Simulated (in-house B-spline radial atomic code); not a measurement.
In⁺. Computed with a B-spline radial atomic code. Model: non-relativistic spherical atom: semilocal Troullier-Martins pseudo-atom, one channel per l, against all electrons, high spin, G0W0 and RPA with empty states to l = 8, local potential for every l without a channel, a model core (radius 0 = none) keeps its share of the functional.

Without relativity these are model numbers for so heavy an element.

What the tables leave out is listed at the end.

The pseudopotential gives back the lowest level of each angular momentum of its own functional in the configuration it was made in; a second state of the same l is only approximately right. Exact exchange, RPA and GW see the smooth pseudo-orbitals and miss the exchange with the core, for which the functional's share stands in. The column with an uncorrelated core keeps all orbitals and exact exchange, and so separates missing core correlation from pseudisation. Only the three outermost levels and the lowest empty one were computed. RPA here is direct RPA, with no exchange kernel, and its energies carry an (l + 1/2)⁻⁴ tail. A hybrid on a potential with a model core restores only its own semilocal share of the core's exchange.

Command:
```bash
python run_psgw.py task.json out
```
Settings (lengths in bohr, energies in hartree):
```
Z                      49
electrons              48
configuration          [Kr] 4d10 5s2
generated_in           [Kr] 4d10 5s2 5p1
functional             pbe,pbe
core_shells            7
radius_factor          0.8
core_correction        False
ion_configuration      [Kr] 4d10 5s1
```

Run time, properties included: 55 s on 1 thread of Arm Neoverse V2, with other jobs on the host.

Given: made with PBE; model core radius 0 bohr; local radius 0.833 bohr; mean-field start PBE.

Valence shells of the generating configuration: 4p, 4d, 5s, 5p.

Channel: s 1.802, p 0.662, d 0.747 (radii in bohr).

Computed: largest level miss in the spin-unpolarised generating configuration 0.135 eV; valence RPA correlation energy all-electron orbitals -1.1671 hartree; valence RPA correlation energy pseudo -1.4066 hartree; pseudo-atom RPA polarisability 22.182 bohr³; ionisation by mean-field all-electron 18.126 eV; ionisation by mean-field pseudo minus all 0.101 eV; ionisation by RPA all-electron 18.463 eV.

```csv
level,occupied,mean-field all-electron (eV),mean-field pseudo minus all (eV),G0W0 all-electron (eV),G0W0 uncorrelated core minus all (eV),G0W0 pseudo minus all (eV),exchange self-energy all-electron (eV),exchange self-energy pseudo (eV)
5s,1,-14.23,-0.096,-18.319,-0.019,-1.126,-13.174,-13.643
5p (empty),0,-8.4685,-0.281,-5.9044,0.014,-0.073,-3.8851,-3.2847
```

Problem. What is the all-electron RPA polarisability, core included?

Solution. 22.166 bohr³.

Problem. What is the ionisation by RPA pseudo minus all?

Solution. 1.098 eV.

Given: mean-field start PBE0.

Computed: valence RPA correlation energy pseudo -1.3422 hartree; pseudo-atom RPA polarisability 18.676 bohr³; ionisation by mean-field all-electron 17.832 eV; ionisation by mean-field pseudo minus all 0.5 eV; ionisation by RPA all-electron 18.287 eV; ionisation by RPA pseudo minus all 1.17 eV.

```csv
level,occupied,mean-field all-electron (eV),mean-field pseudo minus all (eV),G0W0 all-electron (eV),G0W0 uncorrelated core minus all (eV),G0W0 pseudo minus all (eV),exchange self-energy all-electron (eV),exchange self-energy pseudo (eV)
5s,1,-15.015,-0.432,-18.26,-0.016,-1.216,-12.997,-14.173
4d,1,-29.708,0.273,-34.444,0.091,0.704,-42.74,-35.306
5p (empty),0,-7.6793,-0.071,-5.8614,0.013,0.039,-3.6236,-3.0151
```

Problem. What is the all-electron RPA polarisability, core included?

Solution. 20.093 bohr³.

Problem. What is the valence RPA correlation energy all-electron orbitals?

Solution. -1.1089 hartree.

Given: mean-field start Hartree-Fock.

Computed: valence RPA correlation energy pseudo -1.1862 hartree; all-electron RPA polarisability, core included 17.074 bohr³; pseudo-atom RPA polarisability 12.52 bohr³; ionisation by mean-field pseudo minus all 1.827 eV; ionisation by RPA all-electron 17.875 eV; ionisation by RPA pseudo minus all 1.294 eV.

| level | occupied | mean-field all-electron (eV) | mean-field pseudo minus all (eV) | G0W0 all-electron (eV) | G0W0 uncorrelated core minus all (eV) | G0W0 pseudo minus all (eV) | exchange self-energy all-electron (eV) | exchange self-energy pseudo (eV) |
| --- | --- | --- | --- | --- | --- | --- | --- | --- |
| 5s | 1 | -16.519 | -1.93 | -18.07 | -0.009 | -1.218 | -12.257 | -15.916 |
| 4d | 1 | -36.243 | 1.763 | -35.598 | 0.11 | 1.708 | -42.863 | -35.45 |
| 5p (empty) | 0 | -5.0329 | 0.413 | -5.8144 | 0.008 | 0.457 | -2.6546 | -1.9434 |

Problem. What is the ionisation by mean-field all-electron?

Solution. 16.27 eV.

Problem. What is the valence RPA correlation energy all-electron orbitals?

Solution. -0.96908 hartree.

Among the listed levels the largest G0W0 shift of the pseudo-atom is +1.71 eV, for 4d on the Hartree-Fock start, while leaving the core uncorrelated moves that level by +0.11 eV. So pseudisation and the lost core exchange, not the missing core correlation, make the error. Not in the tables (levels of low weight, unsolved or above zero; the highest and the empty levels are kept at any weight): on PBE the G0W0 levels 4d (pseudo minus all +0.80 eV, weights 0.24 and 0.74), 4p (pseudo minus all +0.22 eV, weights 0.33 and 0.18); on PBE0 the G0W0 levels 4p (pseudo minus all +3.50 eV, weights 0.03 and 0.29); on Hartree-Fock the G0W0 levels 4p (pseudo minus all +3.53 eV, weights 0.32 and 0.21).
